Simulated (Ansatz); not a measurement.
Ansatz (a program for electronic structure) input (CCSD(T)/aug-cc-pVDZ):

Ansatz 0.2 input:
```yaml
crystal:
  periodic: [false, false, false]
  atoms:
    - {symbol: C, position_ang: [2.66286446, 0.34269876, 0.72994857]}
    - {symbol: C, position_ang: [1.36628032, 0.69048784, -0.00281628]}
    - {symbol: C, position_ang: [0.46717714, -0.51889101, -0.28901923]}
    - {symbol: C, position_ang: [-0.78240713, -0.16962723, -1.09025184]}
    - {symbol: C, position_ang: [-2.06617692, -0.04386702, -0.70109897]}
    - {symbol: C, position_ang: [-2.40085292, -0.30464569, 0.75783816]}
    - {symbol: H, position_ang: [3.27952668, 1.22680918, 0.92668646]}
    - {symbol: H, position_ang: [2.45003604, -0.13455089, 1.69152624]}
    - {symbol: H, position_ang: [3.26547690, -0.36025809, 0.14607334]}
    - {symbol: H, position_ang: [0.79128812, 1.41550858, 0.58146754]}
    - {symbol: H, position_ang: [1.60216700, 1.18838956, -0.95096172]}
    - {symbol: H, position_ang: [0.20361131, -0.98384751, 0.66693229]}
    - {symbol: H, position_ang: [1.07213245, -1.26328082, -0.83335581]}
    - {symbol: H, position_ang: [-0.52917917, 0.02859932, -2.14361712]}
    - {symbol: H, position_ang: [-1.58767510, -0.62698752, 1.45230286]}
    - {symbol: H, position_ang: [-2.83985862, 0.59938086, 1.20229952]}
    - {symbol: H, position_ang: [-3.18883547, -1.06669653, 0.83304373]}
basis:
  gaussian:
    orbitals: aug-cc-pVDZ
total_charge: -1
magnetization: {spin_polarized: false}
correlation: {method: ccsd_t, electrons: outside_noble_gas}
output: {forces: true}
```

End of the output:

```
reference -6354.60847966 eV, -233.5275543192 hartree; 18, 18 occupied and 213, 213 virtual orbitals, 2353 factors
densities: 11.59 GiB planned
second order -24.43896094 eV of doubles, -0.00000000 eV of singles
coupled cluster: 10.78 GiB planned
cycle   1  -25.55736839 eV  change    -1.1e0 eV  update   1.2e-1
cycle   2  -26.22672091 eV  change   -6.7e-1 eV  update   3.7e-2
cycle   3  -26.38840750 eV  change   -1.6e-1 eV  update   2.5e-2
cycle   4  -26.40084541 eV  change   -1.2e-2 eV  update   1.1e-2
cycle   5  -26.39528183 eV  change    5.6e-3 eV  update   8.6e-3
cycle   6  -26.39523433 eV  change    4.8e-5 eV  update   5.0e-3
cycle   7  -26.39591034 eV  change   -6.8e-4 eV  update   2.9e-3
cycle   8  -26.39555143 eV  change    3.6e-4 eV  update   1.7e-3
cycle   9  -26.39540865 eV  change    1.4e-4 eV  update   8.5e-4
cycle  10  -26.39617482 eV  change   -7.7e-4 eV  update   4.4e-4
cycle  11  -26.39595465 eV  change    2.2e-4 eV  update   2.7e-4
cycle  12  -26.39588080 eV  change    7.4e-5 eV  update   1.6e-4
cycle  13  -26.39580523 eV  change    7.6e-5 eV  update   9.7e-5
cycle  14  -26.39573635 eV  change    6.9e-5 eV  update   5.9e-5
cycle  15  -26.39572052 eV  change    1.6e-5 eV  update   3.5e-5
cycle  16  -26.39572524 eV  change   -4.7e-6 eV  update   2.1e-5
cycle  17  -26.39573089 eV  change   -5.6e-6 eV  update   1.2e-5
cycle  18  -26.39573117 eV  change   -2.8e-7 eV  update   7.3e-6
cycle  19  -26.39573055 eV  change    6.2e-7 eV  update   4.7e-6
perturbative correction -1.03558659 eV, -0.0380571053 hartree
the calculation of the forces begins
1.15 GiB of device memory are held for the factors and their scratch space
Total energy: -6382.03979680 eV, -234.5356366305 hartree
Atom 0 at     2.662864     0.342699     0.729949 Å, force    -0.077857    -0.011694    -0.036721 eV/Å
Atom 1 at     1.366280     0.690488    -0.002816 Å, force    -0.025520    -0.026083    -0.015430 eV/Å
Atom 2 at     0.467177    -0.518891    -0.289019 Å, force     0.059335    -0.000016     0.081040 eV/Å
Atom 3 at    -0.782407    -0.169627    -1.090252 Å, force     1.153109    -0.054575    -0.448685 eV/Å
Atom 4 at    -2.066177    -0.043867    -0.701099 Å, force    -1.301901     0.217772    -0.058138 eV/Å
Atom 5 at    -2.400853    -0.304646     0.757838 Å, force    -0.072273    -0.048270     0.242020 eV/Å
Atom 6 at     3.279527     1.226809     0.926686 Å, force     0.239736     0.374038     0.071178 eV/Å
Atom 7 at     2.450036    -0.134551     1.691526 Å, force    -0.105464    -0.203021     0.425272 eV/Å
Atom 8 at     3.265477    -0.360258     0.146073 Å, force     0.259358    -0.302247    -0.269998 eV/Å
Atom 9 at     0.791288     1.415509     0.581468 Å, force    -0.261744     0.316391     0.272963 eV/Å
Atom 10 at     1.602167     1.188390    -0.950962 Å, force     0.107813     0.203113    -0.414596 eV/Å
Atom 11 at     0.203611    -0.983848     0.666932 Å, force    -0.099910    -0.216168     0.430627 eV/Å
Atom 12 at     1.072132    -1.263281    -0.833356 Å, force     0.214223    -0.295706    -0.236715 eV/Å
Atom 13 at    -0.529179     0.028599    -2.143617 Å, force     0.056046     0.075355    -0.389059 eV/Å
Atom 14 at    -1.587675    -0.626988     1.452303 Å, force     0.322073    -0.096313     0.160113 eV/Å
Atom 15 at    -2.839859     0.599381     1.202300 Å, force    -0.169560     0.364052     0.166317 eV/Å
Atom 16 at    -3.188835    -1.066697     0.833044 Å, force    -0.297464    -0.296630     0.019812 eV/Å
Dipole moment:     1.762620     0.000153     0.744942 e Å
```

It need not be the lowest isomer of its formula. Whether it binds its extra electron was not tested at this geometry.
